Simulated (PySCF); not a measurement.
CH5O, SMILES C[OH2+], charge +1. Atoms are numbered in the order given.

```xyz
7

C     -0.7968    -0.0180     0.0000
O      0.7186     0.0866     0.0000
H     -1.1043     0.5054     0.8985
H     -1.1043     0.5054    -0.8985
H     -1.0631    -1.0701     0.0000
H      1.1518    -0.2629     0.8022
H      1.1518    -0.2629    -0.8022
```
Charge +1, spin multiplicity 1.

Geometry optimised at B3LYP-D3(BJ)/def2-TZVP. The isomer is the one that the SMILES or the coordinates give; other isomers of the formula were not compared.

Method: PySCF with PBE0/pcJ-1.

Isotropic couplings with Fermi-contact, spin-dipole and both spin-orbit terms, one fixed conformer, no vibrational averaging. Isotopes: 13C, 1H.

```csv
pair,bonds apart,J (Hz)
C1–H3,1,163.7
C1–H4,1,163.7
C1–H5,1,162.4
H3–H4,2,-14.1
H3–H5,2,-9.7
H4–H5,2,-9.7
H6–H7,2,___
H3–H6,3,___
H3–H7,3,___
H4–H6,3,___
H4–H7,3,___
H5–H6,3,___
H5–H7,3,___
```

Complete the blanks. (Estimate from the structure and the level; the computed values follow.)


- H6–H7, J (Hz): -4.1
- H3–H6, J (Hz): 0.9
- H3–H7, J (Hz): 10.9
- H4–H6, J (Hz): 10.9
- H4–H7, J (Hz): 0.9
- H5–H6, J (Hz): -0.6
- H5–H7, J (Hz): -0.6
